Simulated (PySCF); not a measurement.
**C₆H₅FSi: full NMR table**

| Quantity | Value |
| --- | --- |
| Formula | C6H5FSi |
| SMILES | C#CC1=C(F)[SiH2]C=C1 |
| InChI | InChI=1S/C6H5FSi/c1-2-5-3-4-8-6(5)7/h1,3-4H,8H2 |
| Point group of the computed structure | Cs |
| Degrees of unsaturation | 5 |
| Carbon signals | 6 |
| Proton signals | 4 |

Bonds (- single, = double, # triple, : aromatic): C1#C2 1.202 Å, C2-C3 1.408 Å, C3=C4 1.350 Å, C4-F5 1.347 Å, C4-Si6 1.897 Å, Si6-C7 1.885 Å, C7=C8 1.337 Å, C8-C3 1.467 Å. C1 carries H9; Si6 carries H10, H11; C7 carries H12; C8 carries H13.

No relativistic terms, isolated molecule, one conformer, one averaged value for each set of equivalent atoms. GFN2-xTB structure; σ from GIAO-PBE0/pcSseg-1; PySCF 2.14.

Chemical shifts δ = σref − σ; TMS for ¹H (σref 31.72), ¹³C (σref 186.93), ²⁹Si (σref 349.16); CFCl3 for ¹⁹F (σref 170.95), all at this level.

```tsv
carbon	δC, type	δH (multiplicity)	HMBC from (2–3 bonds)	span of the C tensor (ppm)
C1	96.9, CH	3.21 (s)	–	161
C2	80.8, C	–	H13, H9	290
C3	124.5, C	–	H13, H12, H10/H11, H9	176
C4	194.8, C	–	H13, H12, H10/H11	159
C7	120.5, CH	5.63 (m)	H13, H10/H11	213
C8	158.3, CH	7.04 (m)	H12, H10/H11	225
```

Other nuclei:
```csv
atoms,nucleus,environment,δ (ppm),σ (ppm)
H10/H11,¹H,"hydrogen on a silicon bonded to 2 C, in a 5-membered ring",4.66,27.06
F5,¹⁹F,vinylic fluorine,-106.5,277.4
Si6,²⁹Si,"silicon bonded to 2 C, 2 H, in a 5-membered ring",-56.8,405.9
```

- Carbon types of the structure: 3 × C, 3 × CH, leaving 2 H on heteroatoms.
- δC 194.8, 124.5: fully substituted alkene carbon.
- δC 158.3, 120.5: alkene CH; the olefinic region.
- δC 96.9: terminal alkyne carbon; sp carbons lie upfield of alkene carbons because the cylindrical π system leaves one tensor component strongly shielded.
- δC 80.8: alkyne carbon; sp carbons lie upfield of alkene carbons because the cylindrical π system leaves one tensor component strongly shielded.
- δH 3.21: hydrogen on a terminal alkyne carbon; it lies on the axis of the triple bond, in its shielding cone.

Splittings by ¹⁹F in the carbon and heteronuclear signals aren't shown, as no couplings were computed. Shifts are as computed. Against solution values, carbons near 30 ppm lie about +3 ppm off and those near 130 ppm about +5 ppm. Of 1211 compounds with measured shifts, 218 miss one by over three times the rms of a fit or turn the order of signals round; such compounds aren't used in these exercises. Unscaled 19F shifts against computed CFCl3 carry errors that often reach 10 to 50 ppm. Multiplicities follow the n + 1 count of equivalent neighbours, as no J values were calculated; m marks all less simple cases, F and P coupling included.
